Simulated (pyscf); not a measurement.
# O=Mo(=O)(SiH₃)–Cl, singlet

Gas-phase minimum from PySCF at ωB97X-D3(BJ)/def2-SVP, one conformer. 

```
Si
H 1 1.4878
H 1 1.4910 2 110.50
H 1 1.4910 2 110.50 3 -121.87
Mo 1 2.5486 2 109.17 3 119.11
O 5 1.6616 1 100.55 2 -55.81
O 5 1.6616 6 109.10 1 -105.08
Cl 5 2.2619 6 117.03 7 -135.73
```
Charge 0, spin multiplicity 1.

Properties at ωB97X-D3(BJ)/def2-SVP:

```
Item                                                                                                                                                                                                              Result
---------------------------------------------------------------------------------------------------------------------  -------------------------------------------------------------------------------------------------
Harmonic wavenumbers, unscaled                                                                                         80, 110, 128, 176, 177, 322, 366, 442, 478, 480, 862, 943, 948, 1062, 1106, 2248, 2262, 2278 cm⁻¹
Zero-point energy                                                                                                                                                                                          20.7 kcal/mol
Rotational symmetry number                                                                                                                                                                                             1
Entropy of this conformer at 298 K and 1 atm, rigid rotor and harmonic oscillator, modes under 100 cm⁻¹ raised to 100                                                                                    376.0 J/(mol K)
Dipole moment                                                                                                                                                                                                     1.75 D
```

Single-point totals, which compare only within one level:

```
level                   total energy (hartree)
----------------------  ----------------------
ωB97X-D3(BJ)/def2-TZVP              -970.44631
PBE/def2-TZVP                       -969.94052
r²SCAN/def2-TZVP                    -970.30369
B3LYP-D3(BJ)/def2-TZVP              -970.45577
PBE0-D3(BJ)/def2-TZVP               -969.93345
M06-2X/def2-TZVP                    -970.13534
ωB97M-D3(BJ)/def2-TZVP              -970.44149
```

Soft torsions are taken as harmonic, which can shift the entropy by several J/(mol K). Elements past Kr carry the def2 core potentials, without spin-orbit coupling.
